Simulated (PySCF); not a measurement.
Molecule: SMILES [SiH3]N([SiH3])[SiH2]Cl, ClH8NSi3.

Geometry (Å), atoms numbered from 1 in this order:
```xyz
13

Si    1.5823   -0.7936   -0.1040
N     0.0089   -0.0291   -0.1201
Si   -1.3994   -0.9723    0.3279
Si   -0.0846    1.7017   -0.1777
Cl   -1.6689    2.2633   -1.2630
H     1.3987   -2.1747   -0.5370
H     2.1363   -0.7380    1.2526
H     2.4386   -0.0574   -1.0310
H    -1.1934   -2.3118   -0.2142
H    -2.5806   -0.3462   -0.2539
H    -1.5020   -1.0038    1.7910
H     1.1060    2.2009   -0.8516
H    -0.2463    2.2616    1.1632
```

Frames of a GFN2-xTB Langevin trajectory at 300 K; GIAO PBE0/pcSseg-1 shieldings in PySCF, gas phase, non-relativistic; equivalent atoms averaged within each frame.

Referencing at the same level of theory: TMS for ²⁹Si (σref 349.16) and ¹H (σref 31.72); NH3 for ¹⁵N (σref 267.73); ³⁵Cl (σref 949.78) vs HCl. The references are static minima.

Question: How do the shifts (ppm) fluctuate along the trajectory?

Answer: 
```
         time (fs)    Si4  Si1/Si3    N2  Cl5  H12/H13  H6/H7/H8/H9/H10/H11
               250   -4.8    -45.8  21.7   42     5.52                 4.79
               425  -20.5    -56.4  -6.2   13     5.40                 4.45
               625  -19.0    -51.3   3.6   39     6.13                 5.20
               800  -12.7    -43.8  18.5   15     5.35                 4.93
              1000  -24.8    -38.9  30.5   53     5.40                 5.26
    mean of frames  -16.3    -47.3  13.6   33     5.56                 4.93
standard deviation    7.8      6.8  14.7   18     0.32                 0.33
```

5 frames give an uncertainty of the mean of about the standard deviation over 2.2 at best, since frames this close in time may not be independent; classical motion lacks zero-point vibration, and the reference would need the same averaging.
